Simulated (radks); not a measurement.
Numerical settings for the iron ion Fe3+, [Ar] 3d5. All-electron calculation, non-relativistic Kohn-Sham, r2SCAN, spin-polarised, spherical densities, point nucleus; open shells are filled with parallel spins first; meta-GGA in the generalised Kohn-Sham scheme. Program: a radial shooting solver on a logarithmic mesh with Libxc functionals. The defaults (mesh step 0.008 in ln r, mesh end at 40 bohr or more with all orbitals vanishing there, Anderson mixing 0.5 over 9 steps, residual threshold near 1e-9 with the energy settled to 1e-9 hartree or 1e-11 of itself, here a cap of 97 iterations) give E = -1261.640 hartree and 3d at -45.989 eV in 12 iterations. Run on one thread of a shared host, so times are rough (Arm Neoverse N1): 0.16 s of CPU time, 0.16 s wall, 12 iterations on 2476 mesh points. Changes against that run (0 stands for a change within the tolerance of the run):

setting                    iterations  converged  E (mhartree)  e(3d) (meV)  CPU (s)
mesh step in ln r 0.2               2         no      diverged            -     0.01
mesh step in ln r 0.03             12        yes       +0.0763            0     0.06
mesh step in ln r 0.08              4         no      diverged            -     0.02
mesh end (bohr) 5                  12        yes        +0.127        +7.39     0.15
mesh end (bohr) 8                  12        yes             0            0     0.16
residual threshold 1e-05           10        yes             0      +0.0767     0.14
residual threshold 1e-16           97         no             0            0     0.81
mixing 2.5                         11        yes             0      +0.0172     0.16
linear mixing, mixing 1            97         no       +0.0021        -25.7      1.1
linear mixing, mixing 0.5          22        yes             0     -0.00478     0.24
mixing history 3                   12        yes             0      -0.0269     0.16
iteration cap 2                     2         no     +1.02e+03    -3.63e+04     0.03

No run marked as converged misses the energy by more than 1 mhartree. A mesh that ends early acts as a hard wall.
